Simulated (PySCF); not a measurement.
# Working out the ionisation energy of Br²⁰⁺

Br²⁰⁺ [Ne] 3s2 3p3 (4S) → Br²¹⁺ [Ne] 3s2 3p2 (3P). All numbers are calculated (PySCF 2.14, the spin-free X2C one-electron Hamiltonian (Gaussian nucleus), in an even-tempered Gaussian basis (18 s from 2.1 bohr⁻², ratio 2.5; 12 p from 2.7 bohr⁻², ratio 2.5; 5 d from 12 bohr⁻², ratio 2.7; 4 f from 18 bohr⁻², ratio 2.7)). Frozen: 1s2; the 22 highest virtual orbitals dropped. Energies in hartree (1 hartree = 27.21139 eV):

```tsv
part	Br²⁰⁺ (lower)	Br²¹⁺ (upper)
UHF	-2370.076343	-2338.167030
MP2 opposite-spin	-0.353832	-0.348176
MP2 same-spin	-0.134739	-0.118946
```

Problem. What does Hartree-Fock give?

Solution. (-2338.167030) − (-2370.076343) = 31.909313 hartree = 868.297 eV.

Problem. What do MP2 and SCS-MP2 (6/5 opposite-spin, 1/3 same-spin) give?

Solution. The opposite-spin parts differ by 0.154 eV and the same-spin parts by 0.430 eV. MP2: 868.297 + (0.154) + (0.430) = 868.881 eV. SCS-MP2: 868.297 + 1.2 × (0.154) + (0.430)/3 = 868.625 eV.

Reference: 870 ± 3 eV (semi-empirical (NIST evaluation); NIST Atomic Spectra Database, ionization energies), between the lowest levels; spin-orbit coupling is absent from the calculation.

What remains against the reference includes basis incompleteness, the frozen core and correlation beyond second order.
